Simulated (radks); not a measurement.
Results of a calculation; reference values are marked as such.
Question: The oxygen anion O2-, [Ne], held by a Watson sphere: a shell of charge +1.74 at radius R that stands for the Madelung well of a crystal (potential energy -1.74/R inside, -1.74/r outside, in hartree with lengths in bohr). Code: a radial shooting solver on a logarithmic mesh with Libxc functionals. Model: scalar-relativistic Kohn-Sham, LDA (Slater exchange, Perdew-Wang correlation), spin-unpolarised, spherical densities, finite nucleus; Fermi nuclear charge, rms radius of each element as measured or else 0.836 A^(1/3) + 0.57 fm. Response by self-consistent Sternheimer equations with the Hartree and adiabatic LDA kernel, the relativistic mass of each level held fixed and spin-orbit coupling left out. The sphere does not respond.

R (bohr)  e(1s) (eV)  e(2s) (eV)  e(2p) (eV)  <r> 2p (bohr)  sum of <r^2> (bohr^2)  X-ray form factor at sin(theta)/lambda = 0.2 1/angstrom  alpha (bohr^3)
1.94         -502.27     -19.431      -5.403          1.509                  22.38                                                    6.073           17.12
2.26         -502.35     -18.409      -4.591          1.582                  24.68                                                    5.937           23.39
2.52         -502.29     -17.731      -4.012          1.637                  26.57                                                    5.856           30.05
2.73         -502.20     -17.268      -3.596          1.680                  28.12                                                    5.805           36.69
3.22         -501.93     -16.426      -2.791          1.774                  31.90                                                    5.728           57.93
3.4          -501.82     -16.184      -2.547          1.807                  33.36                                                    5.710           68.32

Estimate the row for R = 3.79 bohr.

Answer: e(1s) (eV) -501.61; e(2s) (eV) -15.755; e(2p) (eV) -2.096; <r> 2p (bohr) 1.878; sum of <r^2> (bohr^2) 36.72; X-ray form factor at sin(theta)/lambda = 0.2 1/angstrom 5.685; alpha (bohr^3) 97.31.
